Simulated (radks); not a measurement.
The phosphorus anion P3-, [Ar], held by a Watson sphere: a shell of charge +3 at radius R that stands for the Madelung well of a crystal (potential energy -3/R inside, -3/r outside, in hartree with lengths in bohr). Calculated with a radial shooting solver on a logarithmic mesh with Libxc functionals: non-relativistic Kohn-Sham, LB94 model potential, spin-polarised, spherical densities, point nucleus. Response by self-consistent Sternheimer equations with the Hartree and adiabatic LDA kernel. The sphere does not respond.

\begin{tabular}{lrrrrrrr}
R (bohr) & e(2p) (eV) & e(3s) (eV) & e(3p) (eV) & <r> 3p (bohr) & sum of <r^2> (bohr^2) & X-ray form factor at sin(theta)/lambda = 0.1 1/angstrom & alpha (bohr^3) \\ \hline
1.89 & -135.48 & -21.128 & -12.614 & 2.212 & 45.07 & 15.243 & 27.07 \\
2.18 & -134.92 & -19.845 & -11.788 & 2.333 & 49.56 & 15.030 & 33.12 \\
2.51 & -134.59 & -18.519 & -10.840 & 2.467 & 54.81 & 14.800 & 41.94 \\
3.4 & -133.68 & -15.738 & -8.520 & 2.799 & 69.07 & 14.284 & 78.98 \\
3.55 & -133.50 & -15.370 & -8.179 & 2.851 & 71.48 & 14.213 & 87.65 \\
4.07 & -132.86 & -14.275 & -7.111 & 3.022 & 79.90 & 13.999 & 124.7 \\
\end{tabular}
